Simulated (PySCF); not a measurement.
# Zr(2+): ionisation energy

Zr(2+) [Kr] 4d2 (3F) → Zr(3+) [Kr] 4d1 (2D), as a difference of total energies. Calculation: PySCF 2.14, in def2-QZVPPD with the def2 core potential (28 electrons) (7s5p4d3f2g, 81 functions); a scalar-relativistic core potential. Correlated levels: valence and next inner shell: nothing frozen outside the core potential. The calculations carry no spin-orbit coupling.

```csv
method,ionisation energy (eV)
UHF,22.411
MP2 (valence and next inner shell),22.879
SCS-MP2 (valence and next inner shell),22.801
CCSD (valence and next inner shell),22.907
CCSD(T) (valence and next inner shell),22.924
```

How much does correlation contribute at CCSD(T) (valence and next inner shell)?

22.924 − (22.411) = 0.513 eV, measured against UHF.

The reference lies between the lowest fine-structure levels, while these numbers refer to the centres of the terms.

Errors of the correlated levels include the incompleteness of this basis.

For comparison: 23.170 eV (semi-empirical (NIST evaluation); NIST Atomic Spectra Database, ionization energies).
